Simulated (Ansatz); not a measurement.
A made-up structure of CH₂LiZn (charge +1), closed shell:

| atom | x (Å) | y (Å) | z (Å) |
| --- | --- | --- | --- |
| Li1 | -1.1593 | -1.1759 | -0.3738 |
| Zn2 | 0.6207 | -0.1651 | 1.5218 |
| C3 | -0.0012 | 0.0940 | -0.1588 |
| H4 | 0.9537 | 0.0576 | -0.8349 |
| H5 | -0.4139 | 1.1895 | -0.1543 |

It is relaxed with PBE-D4/def2-SVP and then PBE0-D4/def2-TZVP (Ansatz 0.2.0). Atoms count as bonded within 1.22 times the sum of their covalent radii (H–H: 0.88 Å). The end point is not checked to be a true minimum.

(1) Does its bonding change? (A judgement: the text doesn't fix the answer.)

Answers

(1) Computed: Yes. Formed: none; broken: Li1–Zn2.

Where it ends: The first stage lowers the energy by 0.68 eV in 5 steps. It ends as CH₂LiZn ([Li][CH2][Zn]), total charge +1:
Li1  (-1.397, -1.320, -0.612)
Zn2  (0.825, 0.026, 1.614)
C3  (-0.011, 0.080, -0.155)
H4  (0.925, 0.083, -0.739)
H5  (-0.342, 1.131, -0.109)
(Å)

Labels in which every atom is bracketed show which atoms are joined, not bond orders.

For scale, one of the runs: PBE0-D4/def2-TZVP relaxation, 105 basis functions, launched by `ansatz run in.yaml --threads 2 --pin off --events-out ev --progress --plain --max-ram 4352MiB`. Hardware: 2 CPU threads of an Arm Neoverse V2, shared host. Wall time about 11 s.
